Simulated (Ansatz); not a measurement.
The same path of GeH4S + H2O (9 atoms, charge 0, multiplicity 1) was run twice with different band settings. Lost on the way: Ge1–S2, H6–O7. Made: Ge1–O7, S2–H6.

The calculation used RKS PBE0/def2-SVP in Ansatz 0.2.0.

Relaxed end points:

```xyz
9
Properties=species:S:1:pos:R:3
Ge -0.596 0.976 0.473
S 0.388 -0.744 1.538
H 0.290 1.447 -0.687
H -0.780 2.127 1.481
H -1.953 0.444 0.011
H 0.273 -1.626 -0.760
O -0.003 -1.427 -1.667
H 1.582 -0.126 1.675
H 0.799 -1.072 -2.065
```

```xyz
9
Properties=species:S:1:pos:R:3
Ge -0.925 1.064 -0.526
S 1.272 -1.724 1.965
H -0.037 2.183 -1.103
H -1.021 1.142 1.000
H -2.314 1.094 -1.192
H 0.744 -1.411 0.753
O -0.153 -0.528 -0.825
H 2.434 -1.100 1.686
H -0.001 -0.720 -1.757
```

Common settings: movable images 5; climbing image yes; spring 5.0 eV/Å²; optimiser quadratic models (default); start path through a guess of the saddle point; iteration limit 60; end points relaxed.

| run | force threshold |
| --- | --- |
| 1 | 0.05 eV/Å |
| 2 | 0.2 eV/Å |

Task: What does each run give, and how far can it be trusted?

Result: Run 1: converged after 30 iterations, highest image 1.201 eV above the first end. A structure lower than the last end lies on the path between it and the top, so the climb from that side starts below the end, which may itself be a saddle point or a shallow side well. A vibrational analysis at the climbing image gives one clearly imaginary mode, 306i cm⁻¹: a first-order saddle point.
Run 2: converged after 7 iterations, highest image 1.405 eV above the first end. The threshold of 0.2 eV/Å is loose, so the images may lie well off the minimum-energy path. The order of the stationary point at the top wasn't checked.
The orbitals stay closed-shell, which can raise the energy where a bond breaks towards radicals; this wasn't checked here.
